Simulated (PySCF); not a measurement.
C4H3O3S (charge -1).
Atom-mapped SMILES: `[CH2:1]=[C:2]1[CH:3]=[C:4]1[S:5](=[O:6])(=[O:7])[O-:8]` (hydrogens: H9, H10 on C1; H11 on C3)

Geometry (PBE0-D3(BJ)/def2-SVP, Å), atoms numbered from 1 in this order:
```xyz
11
C4H3O3S angstrom
C      2.273   -0.540    0.583
C      1.268    0.226    0.146
C      0.734    1.389   -0.493
C     -0.136    0.504   -0.022
S     -1.855   -0.010    0.151
O     -1.938   -0.433    1.555
O     -2.610    1.206   -0.187
O     -1.935   -1.094   -0.841
H      2.065   -1.483    1.092
H      3.315   -0.242    0.437
H      0.885    2.333   -1.012
```

Level of theory: TDDFT wB97X-D/def2-SVPD, vertical, gas phase, core orbitals frozen in the response (PySCF 2.14.0, density-fitted response routines). The geometry's basis has no diffuse functions, a weakness for an anion.

Transition dipole moments from the ground state, in atomic units and in the frame of the coordinates above (overall signs are arbitrary), for the states with f of 0.002 or more among the lowest 6:

| state | E (hartree) | μx | μy | μz |
| --- | --- | --- | --- | --- |
| S1 | 0.1746 | -0.431 | -0.341 | 0.148 |
| S2 | 0.2008 | -0.049 | 0.132 | -0.063 |
| S3 | 0.2075 | -0.021 | -0.177 | -0.369 |
| S6 | 0.2400 | 0.046 | -0.170 | -0.262 |

Problem. What oscillator strength does each state have?

Solution. f = (2/3) ΔE |μ|² with ΔE in hartree (27.2114 eV).

| state | \|μ\|² (au) | \|μ\| (D) | f |
| --- | --- | --- | --- |
| S1 | 0.324 | 1.45 | 0.038 |
| S2 | 0.024 | 0.39 | 0.003 |
| S3 | 0.168 | 1.04 | 0.023 |
| S6 | 0.099 | 0.80 | 0.016 |

Problem. Which bond between heavy atoms lies closest to the direction of the S1 transition dipole?

Solution. C3–C4, at 9° from it; next C4–S5 at 23°.

Problem. What angle do the transition dipoles of S1 and S3 make?

Solution. |cos θ| = |μa·μb| / (|μa| |μb|) = 0.06, so θ ≈ 86° (taken between 0 and 90°, since the signs are arbitrary).

Problem. How is the summed strength of these states shared among x, y and z?

Solution. (2/3) Σ ΔE μα² gives 0.022 for x, 0.025 for y and 0.033 for z, 0.080 in all.

Problem. What peak molar absorption coefficient would the strongest computed level give as a lone Gaussian band 0.4 eV wide at half height?

Solution. ε(max) = 2.175×10⁸ f / FWHM, with the width in cm⁻¹. S1: 2.175×10⁸ × 0.0377 / 3226 ≈ 2500 L mol⁻¹ cm⁻¹.

No detachment energy is given for this anion; states above it aren't bound, and a finite basis only mimics them.

One conformer stands for the species.
